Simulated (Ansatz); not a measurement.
The pair A = CH4O (SMILES CO) (first 6 atoms), B = HBr (SMILES Br); geometry from B3LYP-D3(BJ)/def2-TZVP.
(charge 0, multiplicity 1):
```xyz
8

C      0.5606    -0.2775    -0.1702
O     -0.5316    -0.2531     0.7554
H      0.2002    -0.2321    -1.2003
H      1.0756    -1.2229    -0.0158
H      1.2609     0.5411     0.0129
H     -1.0102     0.5779     0.6618
Br     0.8241    -0.4079     3.6824
H      0.1317    -0.3741     2.3990
```

Correlated levels freeze the cores. Filled d and f shells under p-block atoms count as core. MP2 and its Hartree–Fock in aug-cc-pVQZ, aug-cc-pVTZ are density fitted.

Codes used: Ansatz (a quantum-chemistry and plane-wave program) with Gaussian orbitals. Each number belongs to the level named beside it.

The counterpoise-corrected interaction energy is E(AB) − E(A in the pair's basis) − E(B in the pair's basis). Total energies (hartree):

```
level                           AB  A in the pair's basis  B in the pair's basis
-------------------  -------------  ---------------------  ---------------------
HF/aug-cc-pVTZ       -2688.1430972           -115.0917488          -2573.0476544
MP2/aug-cc-pVTZ      -2688.7659544           -115.5294338          -2573.2264952
HF/aug-cc-pVQZ       -2688.1533328           -115.0991456          -2573.0504886
MP2/aug-cc-pVQZ      -2688.8187509           -115.5630526          -2573.2451352
CCSD(T)/aug-cc-pVTZ  -2688.8239543           -115.5628192          -2573.2524802
```

Q: Work out the counterpoise-corrected interaction energy at the basis-set limit: extrapolate the MP2 correlation part as X⁻³, take Hartree–Fock from the larger set, and add the CCSD(T) − MP2 difference of aug-cc-pVTZ.

A: 
1. Differences (1 hartree = 627.509 kcal/mol): HF/aug-cc-pVTZ -2.318; MP2/aug-cc-pVTZ -6.291; HF/aug-cc-pVQZ -2.321; MP2/aug-cc-pVQZ -6.628; CCSD(T)/aug-cc-pVTZ -5.431.
2. Correlation parts, MP2 less HF: -3.973 in aug-cc-pVTZ (X = 3), -4.307 in aug-cc-pVQZ (X = 4).
3. Limit (4³·(-4.307) − 3³·(-3.973))/(4³ − 3³) = -4.552; with HF/aug-cc-pVQZ it gives -6.872.
4. CCSD(T) less MP2 in aug-cc-pVTZ: 0.860.
Result: -6.01 kcal/mol, against -6.29 at MP2/aug-cc-pVTZ. It is an estimate of this method's limit, not of the exact value.
